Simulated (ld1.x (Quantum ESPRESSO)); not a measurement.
# carbon (C), RRKJ: configuration errors across variants

| Item | Value |
| --- | --- |
| Element | C (Z = 6) |
| Generator | ld1.x (Quantum ESPRESSO) 7.5 |
| Type | norm-conserving RRKJ (Kleinman–Bylander form) |
| Functional | PBEsol |
| Relativity | scalar-relativistic |
| Frozen core | [He] |
| Valence charge | 4 |
| Reference configuration | 2s2 2p2 |
| Partial waves | 2s (bound): rc 0.95 bohr; 3d channel at 0.15 Ry: rc 1.20 bohr; 2p (bound): rc 1.40 bohr |
| Local potential | the p channel |
| Core correction | Bessel-smoothed model core inside 0.80 bohr |

All-electron excitation energies from the reference (eV): (1) 2s2 2p1 10.789; (2) 2s2 2p0 34.807; (3) 2s1 2p0 82.771; (4) 2s2 2p1.5 3.933; (5) 2s1 2p3 8.427; (6) 2s1 2p2 19.502; (7) 2s2 2p2.3 -1.144.

2 further variants failed, have other tests or too few solved ones, and are left out.

Errors AE − PS in meV (a dash: test not solved or not reliable):

```csv
change,(1),(2),(3),(4),(5),(6),(7),bound ghosts
base,+3.1,+59,+197,+0.1,+2.5,-1.5,0.0,none
"all radii but the core radius scaled by about 1.26 (s 1.20, p 1.76, d 1.52 bohr)",+5.8,+119,+341,0.0,+0.3,-17,-0.2,none
"all radii but the core radius scaled by about 1.39 (s 1.32, p 1.94, d 1.66 bohr)",+10,+185,+468,+0.3,-1.1,-31,-0.3,none
```

**Question.** Give the same row for: all radii but the core radius scaled by about 1.10 (s 1.04, p 1.54, d 1.32 bohr).

**Answer.** +3.6, +76, +245, 0.0, +1.5, -6.5, 0.0; bound ghosts: none.
